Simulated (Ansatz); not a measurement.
The first iterations of a band of Cl₂F₂H₂SZr (8 atoms, charge 0, multiplicity 1).

Computed with Ansatz, RKS B3LYP/def2-SVP.

| Item | Value |
| --- | --- |
| movable images | 5 |
| climbing image | yes |
| spring | 5.0 eV/Å² |
| optimiser | quadratic models (default) |
| start path | through a guess of the saddle point |
| force threshold | 0.05 eV/Å |
| iteration limit | 60 |
| end points | relaxed |

First end point:

```xyz
8
Properties=species:S:1:pos:R:3
Zr -0.004 0.037 -0.094
F 0.198 -0.080 1.803
F 1.826 -0.058 -0.579
Cl -0.611 2.149 -0.972
Cl -0.868 -1.863 -1.229
S -2.873 0.122 1.006
H -3.138 -1.201 0.902
H -2.508 0.021 2.307
```

Last end point:

```xyz
8
Properties=species:S:1:pos:R:3
Zr -0.007 -0.039 -0.107
F 0.194 -0.421 1.751
F 1.818 0.000 -0.617
Cl -0.670 2.177 -0.644
Cl -0.811 -1.821 -1.456
S -2.879 -0.124 0.799
H -2.841 -1.282 1.502
H -2.782 0.638 1.915
```

| iteration | highest image above the first end (eV) | largest band force component (eV/Å) |
| --- | --- | --- |
| 1 | 4.059 | 13.338 |
| 2 | 2.426 | 5.072 |
| 3 | 1.952 | 1.877 |
| 4 | 1.533 | 1.909 |
| 5 | 1.050 | 2.266 |

Problem. Does the band converge within its limit, and where does its top end?

Solution. It converged. It ended after 16 iterations with the highest image 0.000 eV above the first end. The highest image is an end point: on this band no image between the ends rises above it. A vibrational analysis next to that end finds imaginary modes (65i cm⁻¹), so it isn't a minimum.

The run took 3.8 min on 4 threads of Arm Neoverse V1, on a shared host, peak memory 0.34 GiB.
